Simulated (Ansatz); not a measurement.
Reactions of `FCOCF`.

Calculated with Ansatz (gas phase, PBE0-D4/def2-TZVP geometries, no zero-point term in ΔE). CCSD(T)/CBS adds triple-zeta CCSD(T) − MP2 to the extrapolated MP2 energy (def2 sets, frozen cores). This one scheme is used for every species. Elements past krypton have def2 core potentials. For Ge, Sn outer-core shells are correlated without core-valence functions, which leaves a few kJ/mol of doubt a bond. Scalar relativity is left out up to krypton. Each species was taken in one conformer, which may not be the lowest.

| reaction | CCSD/CBS(def2) (eV) | HF/CBS(def2) (eV) |
| --- | --- | --- |
| `FCOCF` + `NCF` → `FCNCF` + `OCF` | -0.07 | 0.00 |
| `FCOCF` + `[NH2][GeH3]` → `[NH2][GeH2][CH2]F` + `OCF` | -0.18 | 0.01 |
| `FCOCF` + `F[SiH3]` → `FC[SiH2]F` + `OCF` | -0.23 | -0.08 |
| `FCOCF` + `[SH][SnH3]` → `FC[S][SnH3]` + `OCF` | 0.05 | 0.24 |

**Question.** Give the CCSD(T)/CBS values in the same order. (An estimate is asked.)

**Answer.** Ansatz gave: -0.07, -0.18, -0.23, 0.02 eV.

Largest T1 diagnostic: 0.013, for `FC[S][SnH3]`.
